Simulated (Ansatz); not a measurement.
C$_{2}$H$_{5}$ClOSi (`O/C=C/[SiH2]Cl`): the same geometry under several functionals.

```yaml
crystal:
  periodic: [false, false, false]
  atoms:
    - {symbol: O, position_ang: [-0.691919, 2.341816, -0.029165]}
    - {symbol: C, position_ang: [-0.185432, 1.128520, 0.262095]}
    - {symbol: C, position_ang: [-0.221611, 0.107057, -0.593933]}
    - {symbol: Si, position_ang: [0.502028, -1.506775, -0.131647]}
    - {symbol: Cl, position_ang: [-0.950020, -2.963418, 0.066842]}
    - {symbol: H, position_ang: [-0.570833, 2.936605, 0.714867]}
    - {symbol: H, position_ang: [0.262049, 1.031411, 1.250506]}
    - {symbol: H, position_ang: [-0.688580, 0.267275, -1.562224]}
    - {symbol: H, position_ang: [1.184191, -1.373158, 1.180300]}
    - {symbol: H, position_ang: [1.443427, -2.020433, -1.154540]}
basis:
  gaussian: {orbitals: def2-TZVPP}
hamiltonian: {xc: {name: wB97X-V}}
output: {orbitals: {seedname: orbitals}}
```

```sh
$ ansatz run in.yaml --threads 4 --pin off --events-out ev --progress --plain --max-ram 10444MiB
```

It prints (some lines left out):

```
Functional definition: wB97X-V
1407 factors; their error is unknown
302 factors; integrals over basis functions are off by at most 2.4e-5 eV
mean field evaluation 1: about -24597.5744 eV, gradient 4.5e1 eV
mean field evaluation 2: about -24599.0697 eV, gradient 3.8e1 eV
mean field evaluation 4: about -24601.5959 eV, gradient 2.2e0 eV
mean field evaluation 8: about -24601.6147 eV, gradient 5.7e-2 eV
mean field evaluation 16: about -24601.6383 eV, gradient 6.2e-5 eV
mean field -24601.63834747 eV, -904.0935336801 hartree, gradient 6.2e-5 eV, S^2 0.000000; 0 other end points of the search recorded, 0 dependent functions left out
reference -24601.63834547 eV, -904.0935336068 hartree; 28, 28 occupied and 219, 219 virtual orbitals, 1407 factors
Total energy: -24601.63834547 eV, -904.0935336068 hartree
```

Run time 7 s (4 threads of an Arm Neoverse V2 on a shared host); peak host memory 0.76 GiB.

The same input with `hamiltonian: {xc: pbe, dispersion: d4}` and forces (abridged; 2.2 s):

```
Functional definition: PBE
mean field evaluation 16: about -24591.8053 eV, gradient 8.0e-3 eV
mean field -24591.80532923 eV, -903.7321769247 hartree, gradient 1.2e-5 eV, S^2 0.000000
Total energy: -24592.02650228 eV, -903.7403048846 hartree
Atom 0 force    -0.298954     0.282238    -0.502500 eV/Å
Atom 1 force     0.138234    -0.010727     0.339730 eV/Å
Atom 2 force     0.032422    -0.364338    -0.251481 eV/Å
Atom 3 force     0.053639     0.046148    -0.028565 eV/Å
Atom 4 force    -0.197618    -0.208364     0.028233 eV/Å
Atom 5 force     0.062662     0.291809     0.371330 eV/Å
Atom 6 force     0.101564    -0.019469     0.225345 eV/Å
Atom 7 force    -0.093435     0.013278    -0.209582 eV/Å
Atom 8 force     0.086779     0.025271     0.143316 eV/Å
Atom 9 force     0.114706    -0.055846    -0.115827 eV/Å
Dipole moment:     0.169009     0.640355     0.283552 e Å
```

With the line `hamiltonian: {xc: {name: wB97M-V}}` and forces (abridged; 11 s):

```
Functional definition: wB97M-V
mean field evaluation 16: about -24603.2457 eV, gradient 1.1e-4 eV
mean field -24603.24573315 eV, -904.1526040142 hartree, gradient 4.4e-5 eV, S^2 0.000000
Total energy: -24603.24578153 eV, -904.1526057923 hartree
Atom 0 force    -0.092480     0.291358     0.003299 eV/Å
Atom 1 force     0.147287    -0.350618     0.078861 eV/Å
Atom 2 force    -0.033927     0.060592    -0.020076 eV/Å
Atom 3 force     0.225495    -0.034407     0.024294 eV/Å
Atom 4 force    -0.031385    -0.022194     0.004318 eV/Å
Atom 5 force    -0.016202    -0.034288    -0.063435 eV/Å
Atom 6 force    -0.035128     0.012505    -0.078479 eV/Å
Atom 7 force     0.024875     0.017704     0.072463 eV/Å
Atom 8 force    -0.078798    -0.007249    -0.147615 eV/Å
Atom 9 force    -0.109736     0.066595     0.126369 eV/Å
Dipole moment:     0.196763     0.618308     0.300120 e Å
```
